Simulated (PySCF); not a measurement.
An unknown shows these calculated signals:

1H NMR (400 MHz, computed): δ 8.64 (d, 1H), 8.63 (d, 1H), 8.31 (m, 1H), 7.90 (d, 1H), 7.90 (d, 1H), 7.73 (m, 1H), 7.72 (m, 1H), 3.13 (s, 1H).

13C{1H} NMR (computed): δ 144.2 (CH), 144.1 (C), 144.0 (C), 142.9 (CH), 142.8 (CH), 136.9 (C), 132.5 (CH), 132.4 (CH), 124.1 (CH), 124.0 (CH), 94.7 (C), 90.1 (CH).

Level of theory: geometry: GFN2-xTB, shielding tensors at PBE0/pcSseg-1 (GIAO), in PySCF 2.14 (a single conformation, non-relativistic Hamiltonian, in vacuum).

References, each an isolated molecule treated in the same way: TMS for 1H and 13C.

Which of these does the molecule contain: a ketone, a non-aromatic C=C double bond, an OH group, a C≡C triple bond?

Results:


- A ketone: no.
- A non-aromatic C=C double bond: no.
- An OH group: no.
- A C≡C triple bond: yes (δC 90.1, 94.7; δH 3.13 (s)).

The data belong to `C#Cc1ccc2cccc-2cc1`, C12H8; they needn't prove each group on their own.

Carbon signals by region: 10 in the sp2 and nitrile region (100–160 ppm), 2 at 50–100 ppm.

Shifts are as computed. Against solution values, carbons near 30 ppm lie about +3 ppm off and those near 130 ppm about +5 ppm. Of 1211 compounds with measured shifts, 218 miss one by over three times the rms of a fit or turn the order of signals round; such compounds aren't used in these exercises. Multiplicities follow the n + 1 count of equivalent neighbours, as no J values were calculated; m marks all less simple cases, F and P coupling included.
